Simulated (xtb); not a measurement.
Harmonic IR lines of one isomer of C₃H₆S, unscaled. Computed with xtb with GFN2-xTB.

wavenumber (cm⁻¹): 255 (m), 651 (w), 843 (w), 850 (m), 1175 (s), 1393 (w), 1465 (w), 1476 (w), 1694 (m), 2438 (vs), 3006 (w), 3020 (w), 3045 (m), 3105 (w), 3130 (m)

**Question.** Which structure gives these lines?
A. `CC(C)=S`
B. `CCC=S`
C. `C=C(C)S`
D. `C=CCS`

**Answer.** C, `C=C(C)S`
